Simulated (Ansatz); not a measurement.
ClHSn (SMILES [Cl][SnH]) moved off its minimum; all values from Ansatz (a quantum-chemistry and plane-wave program), cores frozen in correlated methods. Elements past Kr take the def2 small-core potentials, without spin–orbit coupling.
(charge 0, multiplicity 1)
```xyz
3

Sn    -0.29663    -0.30037     0.41773
H     -1.40553    -0.93395    -0.81969
Cl     0.99256     0.96569    -1.18699
```

### Question
Give the forces (eV/Å), the total energy and the dipole at CCSD(T)/def2-TZVPPD.

### Answer

```csv
atom,Fx,Fy,Fz
Sn1,0.220,0.201,-0.187
H2,-0.037,-0.021,-0.041
Cl3,-0.183,-0.180,0.228
```
Energy -673.8030 hartree, dipole 2.97 D.
